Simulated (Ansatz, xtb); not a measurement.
Relative energy of two isomers of C4H8N2O

Structure X is `[H]/N=C/CCC(N)=O`, a singlet and structure Y is `C/N=C/C(=O)NC`, a singlet. Both are isolated molecules in the gas phase, relaxed with PBE-D3(BJ)/def2-SVP; the shapes shown needn't be the lowest conformers.

X (Å):

| atom | x (Å) | y (Å) | z (Å) |
| --- | --- | --- | --- |
| C | -1.8026 | -0.1539 | 1.0294 |
| C | -0.8266 | 0.8750 | 0.5245 |
| C | 0.5158 | 0.2673 | 0.0972 |
| C | 0.4032 | -0.5980 | -1.1641 |
| N | -2.2181 | -0.1371 | 2.2418 |
| N | 1.5214 | -1.3316 | -1.4575 |
| O | -0.6032 | -0.6219 | -1.8685 |
| H | -2.8773 | -0.9224 | 2.3913 |
| H | -2.1129 | -0.9115 | 0.2700 |
| H | -0.6731 | 1.6253 | 1.3247 |
| H | -1.2716 | 1.3753 | -0.3622 |
| H | 0.9601 | -0.3279 | 0.9246 |
| H | 1.2429 | 1.0808 | -0.1184 |
| H | 2.3594 | -1.3098 | -0.8794 |
| H | 1.5180 | -1.9008 | -2.3042 |

Y (Å):

```xyz
15

C    -1.0683    0.1062    3.4313
C     0.4395    0.1833    1.6284
C     0.8584    0.5660    0.2275
C     0.0709    1.7230   -1.8030
N    -0.7114    0.4932    2.0886
N    -0.1020    1.2572   -0.4500
O     1.9691    0.2588   -0.2100
H    -1.3317    1.0129    4.0169
H    -0.2715   -0.4557    3.9744
H    -1.9895   -0.5144    3.4018
H     1.2187   -0.3801    2.1959
H    -0.9682    1.4196    0.0748
H    -0.6788    1.2794   -2.4933
H    -0.0053    2.8296   -1.8735
H     1.0825    1.4148   -2.1313
```

Quicker runs give these differences E(Y) − E(X): GFN2-xTB −32.2 kJ/mol; HF/STO-3G −15.6 kJ/mol (at GFN2-xTB geometries); r2SCAN-D4/def2-SVP +17.9 kJ/mol (at GFN2-xTB geometries).

Task: Which of the two would you expect CCSD(T)/def2-SVP + ΔMP2/def2-TZVPP electronic energies to favour?

Result: Structure X; the calculation gives E(Y) − E(X) = +37.3 kJ/mol.

How the difference moves with the method:

```
                             level             geometry  E(Y) − E(X) (kJ/mol)  departure from the last row (kJ/mol)  job, with rough time for the two
                          GFN2-xTB             GFN2-xTB                   −32.2                                 −69.5              optimisation, 0.24 s
                         HF/STO-3G             GFN2-xTB                   −15.6                                 −52.9              single point, 0.36 s
                r2SCAN-D4/def2-SVP             GFN2-xTB                   +17.9                                 −19.4               single point, 3.5 s
               PBE-D3(BJ)/def2-SVP  PBE-D3(BJ)/def2-SVP                   +14.6                                 −22.7                optimisation, 26 s
                       HF/def2-SVP  PBE-D3(BJ)/def2-SVP                   +30.0                                  −7.3           part of the CCSD(T) run
                      MP2/def2-SVP  PBE-D3(BJ)/def2-SVP                   +30.2                                  −7.1           part of the CCSD(T) run
                  CCSD(T)/def2-SVP  PBE-D3(BJ)/def2-SVP                   +28.0                                  −9.3                      single point
CCSD(T)/def2-SVP + ΔMP2/def2-TZVPP  PBE-D3(BJ)/def2-SVP                   +37.3                                                      single point, 72 s
```

As drawn, Y has 2 C–N, 2 C–H in place of 2 N–H, 2 C–C.

GFN2-xTB, HF/STO-3G put the two in the other order. The largest departure from CCSD(T)/def2-SVP + ΔMP2/def2-TZVPP is that of GFN2-xTB, 69.5 kJ/mol. The last row adds to CCSD(T) the change of the MP2 difference between the two basis sets, here +9.3 kJ/mol.

With thermal terms from frequencies at re-optimised GFN2-xTB minima (ideal gas, soft modes damped towards free rotors, one conformer each, 298.15 K, 1 atm): on the last row, ΔE + ΔZPE = +35.3, ΔH = +35.8, ΔG = +35.3 kJ/mol.

The correlated steps freeze 7 core orbitals. Programs: Ansatz 0.2.0, xtb 6.7.1; the last row on 4 threads of Arm Neoverse V1 on a shared host.
